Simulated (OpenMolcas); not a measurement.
Computed levels of neutral zinc

- Program: OpenMolcas
- Method: SS-CASPT2, IPEA 0.25 Eh, imaginary shift 0.1 Eh (closed shells correlated: 3d)
- Basis: ANO-RCC-VTZP [6s5p3d2f1g]
- Scalar Hamiltonian: DKH2, point nucleus
- Active space: 2 electrons in 8 orbitals (4s 4p 5s 5p)
- State averaging: 2S+1 = 3 even, 3 roots; 2S+1 = 1 even, 1 root; 2S+1 = 3 odd, 3 roots; 2S+1 = 1 odd, 3 roots
- Spin-orbit coupling: RASSI with atomic mean-field integrals over the reference wave functions, term energies averaged over their components

With spin-orbit coupling, above the lowest level:

```tsv
Configuration	Term	J	E (cm⁻¹)	Measured (cm⁻¹)	g	Term weight %
4s²	¹S	0	0.0	0.0		100
4s 4p	³P°	0	31911	32311		100
4s 4p	³P°	1	32071	32501	1.501	100
4s 4p	³P°	2	32395	32890	1.501	100
4s 4p	¹P°	1	50179	46745	1.000	100
```

Against the 4 measured excited levels shown (NIST Handbook of Basic Atomic Spectroscopic Data) the mean absolute deviation is 1200 cm-1; the largest miss in energy is 4s 4p ¹P°₁: computed 50179, measured 46745 cm⁻¹ (+7.3 %).

Active for correlation alone: 5p 5s; no level in the range computed is led by a configuration that fills them, so any true level of that kind is missing. Computed and measured levels are paired by configuration, term and J; levels that our copy of the source lacks, or whose pairing is in doubt (as where it misses far off the trend of its configuration), stay unpaired and out of the deviations. Only configurations of the active space appear. The first state left out of the spin-orbit step lies near 81000 cm-1 above the lowest spin-free state of the reference (among the parities and spins computed), and the list stops at four fifths of that energy or lower.

The term weight is that of the spin-free term in the level, not the purity of its configuration. ° marks odd parity.
